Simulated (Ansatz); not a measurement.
Q: Predict a relaxed structure of the cluster Mg2Se⁺, charge 1, doublet, at r2SCAN-D4/def2-TZVP (Ansatz).

A: 
```xyz
3

Mg   -1.147   -0.016   -1.761
Mg    1.664   -0.288    1.251
Se   -0.518    0.304    0.511
```
Point group C2v (tolerance 0.1 Å). This is one stationary point.

The relaxation made no stability test and no search for a lower SCF solution. The structure comes from a short search, and lower isomers may exist.
